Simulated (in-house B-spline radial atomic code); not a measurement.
Ionising Mn⁺ with different functionals

Computed with a radial B-spline atomic code at the basis-set limit: scalar-relativistic (spin-free X2C) Hamiltonian, Fermi nucleus of rms radius 3.7057 fm, spin-polarised at highest spin, spherical fractional occupations for the functionals, the average over the highest-spin determinants for Hartree-Fock. The ionisation energy is the difference of two self-consistent energies, [Ar] 3d5 4s1 → [Ar] 3d5, without Breit or QED terms; ε is the level of the shell that loses the electron (its least bound occupied spin orbital).

```json
{"method": "Hartree-Fock", "rung": "Hartree-Fock", "ΔSCF (eV)": "14.85", "-ε(4s) (eV)": "14.98"}
{"method": "HF fractional", "rung": "Hartree-Fock", "ΔSCF (eV)": "14.85", "-ε(4s) (eV)": "14.98"}
{"method": "LDA VWN5", "rung": "LDA", "ΔSCF (eV)": "16.52", "-ε(4s) (eV)": "12.85"}
{"method": "LDA PW92", "rung": "LDA", "ΔSCF (eV)": "16.52", "-ε(4s) (eV)": "12.85"}
{"method": "LDA exchange-only", "rung": "LDA", "ΔSCF (eV)": "15.94", "-ε(4s) (eV)": "12.28"}
{"method": "PBE", "rung": "GGA", "ΔSCF (eV)": "16.30", "-ε(4s) (eV)": "12.61"}
{"method": "PBEsol", "rung": "GGA", "ΔSCF (eV)": "16.25", "-ε(4s) (eV)": "12.64"}
{"method": "BLYP", "rung": "GGA", "ΔSCF (eV)": "16.19", "-ε(4s) (eV)": "12.46"}
{"method": "RPBE", "rung": "GGA", "ΔSCF (eV)": "16.16", "-ε(4s) (eV)": "12.51"}
{"method": "PW91", "rung": "GGA", "ΔSCF (eV)": "16.37", "-ε(4s) (eV)": "12.70"}
{"method": "BP86", "rung": "GGA", "ΔSCF (eV)": "16.37", "-ε(4s) (eV)": "12.78"}
{"method": "AM05", "rung": "GGA", "ΔSCF (eV)": "16.23", "-ε(4s) (eV)": "12.65"}
{"method": "OLYP", "rung": "GGA", "ΔSCF (eV)": "15.77", "-ε(4s) (eV)": "12.20"}
{"method": "TPSS", "rung": "meta-GGA", "ΔSCF (eV)": "16.03", "-ε(4s) (eV)": "12.53"}
{"method": "SCAN", "rung": "meta-GGA", "ΔSCF (eV)": "16.35", "-ε(4s) (eV)": "13.03"}
{"method": "r2SCAN", "rung": "meta-GGA", "ΔSCF (eV)": "16.15", "-ε(4s) (eV)": "12.89"}
{"method": "revTPSS", "rung": "meta-GGA", "ΔSCF (eV)": "15.97", "-ε(4s) (eV)": "12.52"}
{"method": "PBE0", "rung": "global hybrid", "ΔSCF (eV)": "15.97", "-ε(4s) (eV)": "13.29"}
{"method": "B3LYP", "rung": "global hybrid", "ΔSCF (eV)": "?", "-ε(4s) (eV)": "?"}
{"method": "TPSSh", "rung": "global hybrid", "ΔSCF (eV)": "15.91", "-ε(4s) (eV)": "12.80"}
{"method": "BHandHLYP", "rung": "global hybrid", "ΔSCF (eV)": "15.59", "-ε(4s) (eV)": "13.81"}
{"method": "r2SCAN0", "rung": "global hybrid", "ΔSCF (eV)": "15.92", "-ε(4s) (eV)": "13.53"}
{"method": "B97-1", "rung": "global hybrid", "ΔSCF (eV)": "15.62", "-ε(4s) (eV)": "12.88"}
{"method": "HSE06", "rung": "range-separated hybrid", "ΔSCF (eV)": "16.04", "-ε(4s) (eV)": "12.96"}
{"method": "wB97X", "rung": "range-separated hybrid", "ΔSCF (eV)": "15.37", "-ε(4s) (eV)": "15.03"}
{"method": "CAM-B3LYP", "rung": "range-separated hybrid", "ΔSCF (eV)": "15.97", "-ε(4s) (eV)": "14.45"}
{"method": "LC-wPBE", "rung": "range-separated hybrid", "ΔSCF (eV)": "?", "-ε(4s) (eV)": "?"}
```

Problem. What does B3LYP give?

Solution. ΔSCF 16.10 eV, and -ε(4s) = 13.17 eV.

Problem. What does LC-wPBE give?

Solution. ΔSCF 15.76 eV, and -ε(4s) = 15.58 eV.

Problem. Among the functionals, which spreads more, the ΔSCF values or the orbital energies?

Solution. The orbital energies: ΔSCF values span about 1.15 eV and the orbital energies 3.38 eV.

Problem. How do they compare with the NIST value?

Solution. NIST lists 15.640 eV (measured, ground level to ground level). Errors run from -0.79 to +0.88 eV; B97-1 is closest (-0.02 eV), but part of that can be cancellation, since the calculations leave out spin-orbit coupling, Breit-QED terms, multiplet and fine-structure energies. Hartree-Fock also lacks correlation.
